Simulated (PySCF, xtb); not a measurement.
N-(silylmethyl)propan-1-amine (C4H13NSi), SMILES CCCNC[SiH3].

GFN2-xTB (xtb 6.7.1) at its own geometry gives an orbital gap of 4.72 eV and a dipole moment of 0.98 D.

The structure is a stationary point at PBE-D3(BJ)/def2-SVP. One conformer was computed; it need not be the lowest.

Task: What does CAM-B3LYP/def2-TZVP in PySCF give? (An estimate is asked for; the answer gives what the named calculation found.)

Result: gap 9.47 eV (levels -7.94 and 1.52 eV), dipole 1.24 D.
